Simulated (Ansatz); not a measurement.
Ga₉Sb₉H₂₄, a nanocrystal cut from wurtzite GaSb (hydrogen-capped). Charge 0, multiplicity 3. Geometry r2SCAN-D4/def2-SVP, that of the neutral singlet; atoms count from 1.

Cartesian coordinates in Å:
```
Ga -3.588 0.419 -3.971
Sb -4.313 1.798 -1.734
Sb -1.283 -0.511 -2.974
Ga 0.506 1.387 -2.512
Ga -2.849 1.882 0.491
Sb -0.442 2.648 -0.334
Sb 2.792 0.331 -1.689
Ga 4.735 2.142 -1.347
Ga 1.187 2.717 1.763
Sb 3.546 3.422 0.745
Ga -1.614 -2.221 -0.978
Sb -2.390 -0.668 1.077
Sb 0.720 -3.194 -0.190
Ga 2.557 -1.359 0.339
Ga -0.865 -0.774 3.249
Sb 1.442 0.125 2.286
Ga 0.507 -5.061 1.718
Sb -0.451 -3.378 3.638
H -3.315 1.512 -5.054
H -4.636 -0.735 -4.096
H -4.671 3.421 -2.103
H -5.881 1.369 -1.230
H -0.567 -1.455 -4.200
H 0.664 2.411 -3.686
H -3.457 2.734 1.652
H -0.637 4.279 -0.785
H 3.272 -0.661 -2.990
H 4.728 3.179 -2.517
H 6.010 1.470 -0.742
H 0.693 3.592 2.961
H 3.434 5.096 0.456
H 4.600 3.530 2.077
H -2.701 -3.315 -1.250
H -3.900 -1.275 1.579
H 1.320 -3.982 -1.577
H 3.919 -1.947 0.839
H -1.416 0.001 4.490
H 2.520 0.053 3.604
H -0.675 -6.034 1.404
H 1.922 -5.491 2.224
H -1.898 -3.973 4.308
H 0.475 -3.483 5.062
```

In the def2 sets Sb takes a core potential; there is no spin–orbit coupling. Single mean-field runs in def2-SVP are fitted with def2-universal-jkfit. At PBE0-D4/def2-SVP a singlet of charge 0 lies 3.96 eV below the triplet at the same geometry.

(1) Estimate the Mulliken populations of the heavy atoms from the PBE0/def2-SVP orbitals of Ansatz.

(2) Where does the spin sit?

(3) And the Mayer bond orders between heavy atoms (over 0.3)?

## Answers

(1) 
| atom | charge (e) | spin (α − β) |
| --- | --- | --- |
| Ga1 | 0.15 | 0.02 |
| Sb2 | 0.06 | 0.01 |
| Sb3 | -0.09 | 0.04 |
| Ga4 | 0.12 | 0.03 |
| Ga5 | 0.13 | 0.02 |
| Sb6 | -0.19 | 0.05 |
| Sb7 | -0.02 | 0.21 |
| Ga8 | 0.13 | 0.14 |
| Ga9 | 0.11 | 0.11 |
| Sb10 | 0.07 | 0.08 |
| Ga11 | 0.12 | 0.03 |
| Sb12 | -0.19 | 0.05 |
| Sb13 | -0.02 | 0.21 |
| Ga14 | 0.06 | 0.17 |
| Ga15 | 0.11 | 0.11 |
| Sb16 | -0.18 | 0.24 |
| Ga17 | 0.13 | 0.14 |
| Sb18 | 0.07 | 0.08 |
Mulliken values depend strongly on the basis.

(2) Summed by element: Ga 0.77, Sb 0.97, H 0.26, of 2 unpaired in all. Largest on single atoms: Sb16 0.24, Sb7 0.21, Sb13 0.21.

(3) Ga1–Sb2 0.63 (2.73 Å); Ga1–Sb3 0.69 (2.68 Å); Sb2–Ga5 0.76 (2.66 Å); Sb3–Ga4 0.78 (2.65 Å); Sb3–Ga11 0.78 (2.65 Å); Ga4–Sb6 0.75 (2.69 Å); Ga4–Sb7 0.78 (2.65 Å); Ga5–Sb6 0.78 (2.66 Å); Ga5–Sb12 0.78 (2.66 Å); Sb6–Ga9 0.78 (2.66 Å); Sb7–Ga8 0.61 (2.68 Å); Sb7–Ga14 0.67 (2.65 Å); Ga8–Sb10 0.67 (2.73 Å); Ga9–Sb10 0.66 (2.66 Å); Ga9–Sb16 0.70 (2.66 Å); Ga11–Sb12 0.75 (2.69 Å); Ga11–Sb13 0.78 (2.65 Å); Sb12–Ga15 0.78 (2.66 Å); Sb13–Ga14 0.67 (2.65 Å); Sb13–Ga17 0.61 (2.68 Å); Ga14–Sb16 0.83 (2.69 Å); Ga15–Sb16 0.70 (2.66 Å); Ga15–Sb18 0.66 (2.66 Å); Ga17–Sb18 0.67 (2.73 Å).
